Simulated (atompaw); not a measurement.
**Before and after: PAW (atompaw) potential for Sr**

atompaw 4.2.0.5 input, output lines left out:

```
Sr 38
LDA-PW scalarrelativistic loggrid 1500 logderivrange -5 5 251
5 5 4 0 0 0
5 0 1
5 1 0
4 2 1
0 0 0
c
c
c
v
v
c
c
v
v
c
v
2
2.60 2.10 2.30 2.00
n
n
y
1.15
n
custom polynom2 7 10 vanderbiltortho besselshape
3 0.5 troulliermartins
1.50
2.25
2.50
2.60
2.55
2.60
```

All-electron outer shells of the reference configuration (LDA (PW92), scalar-relativistic, ld1.x):

```tsv
shell	level (eV)	outermost node (bohr)	outermost maximum (bohr)
3p	-254.71	0.19	0.43
3d	-127.19	–	0.38
4s	-39.91	0.59	1.19
4p	-21.93	0.61	1.33
5s	-3.41	1.66	3.67
5p	-1.26	1.98	5.08
4d	-1.00	0.65	2.28
```

Change: local potential vpsmatchnc scheme with l = 3 at 0.5 Ry, radius 2.30 bohr.

Cutoffs: the cutoffs (Ry, on a coarse ladder) from which the occupation-weighted sum of valence levels, in a spherical-Bessel basis at the reference potential, stays within 10 and 1 mRy of its value at 400 Ry; they do not see the model core or the augmentation charge, which bear on the density cutoff.

**Question.** What does the change do?

**Answer.** The potential gets neither clearly harder nor softer (30 Ry and 60 Ry → 30 Ry and 60 Ry); the range in which the s phases agree narrows (upper end 4.1 → 0.9); neither file shows a bound ghost.

```csv
quantity,base,changed
"cutoff, loose",30 Ry,30 Ry
"cutoff, tight",60 Ry,60 Ry
bound ghosts,none,none
s: phases at 2.62 bohr within 0.05 rad from the reference energy up to (Ry; the scan ends near 5),4.1,0.9
p: phases at 2.62 bohr within 0.05 rad from the reference energy up to (Ry; the scan ends near 5),1.2,1.1
d: phases at 2.62 bohr within 0.05 rad from the reference energy up to (Ry; the scan ends near 5),2.9,2.8
lowest overlap eigenvalue by channel,"s 0.70, p 0.77, d 0.84","s 0.73, p 0.77, d 0.83"
```

 The cutoffs see the waves, projectors and local potential, not the compensation charge or the core.
